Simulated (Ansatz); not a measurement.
Job for Ansatz (a quantum-chemistry and plane-wave program): R-wB97M-V/def2-TZVPP on CH3FOSi (SMILES CO[Si]F), a point of a torsion scan.

Ansatz 0.2 input:
```yaml
crystal:
  periodic: [false, false, false]
  atoms:
    - {symbol: C, position_ang: [-0.77573964, 0.02591265, 0.14569796]}
    - {symbol: O, position_ang: [0.36536131, 0.80913947, 0.16381385]}
    - {symbol: Si, position_ang: [1.91269918, 0.49967130, -0.22888742]}
    - {symbol: F, position_ang: [2.39690162, 2.00969996, 0.13740963]}
    - {symbol: H, position_ang: [-0.85322385, -0.54311274, -0.78533566]}
    - {symbol: H, position_ang: [-1.64348744, 0.68163047, 0.23661199]}
    - {symbol: H, position_ang: [-0.77207118, -0.67671768, 0.98442477]}
basis:
  gaussian:
    orbitals: def2-TZVPP
hamiltonian:
  xc: {name: wB97M-V}
scf: {lower_state_search: off}
```

Problem. Give the final energy of this run.

Solution. -504.5577 hartree.

Problem. How many basis functions does it have, and what does it roughly cost on one machine?

Solution. 177 functions; roughly 9 core-seconds.
